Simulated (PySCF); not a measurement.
Computed shifts of a molecule C₅H₇F, PBE0/pcSseg-1 (PySCF), GIAO, gas phase, atoms alike by connectivity averaged where their shifts nearly agree, in ppm (number of nuclei): ¹³C: 175.9 (1), 145.4 (1), 129.4 (1), 97.5 (1), 44.4 (1). ¹⁹F: -93.8 (1). ¹H: 6.20 (1), 5.78 (2), 5.00 (1), 4.73 (1), 3.11 (2). References: ¹³C against TMS (σ = 186.3 ppm); ¹⁹F against CFCl3 (σ = 167.2 ppm); ¹H against TMS (σ = 31.56 ppm), references at their B3LYP-D3(BJ)/def2-TZVP geometries, non-relativistic. Geometry optimised at PBE0-D3(BJ)/def2-SVP. The values are those of a single conformer.

Q: Which molecule gave these data?
A) CC1=C[C@@H](F)C1
B) F/C=C\C1CC1
C) C=CCC(=C)F
D) C[C@@H]1C=C[C@@H]1F

A: C, C=CCC(=C)F
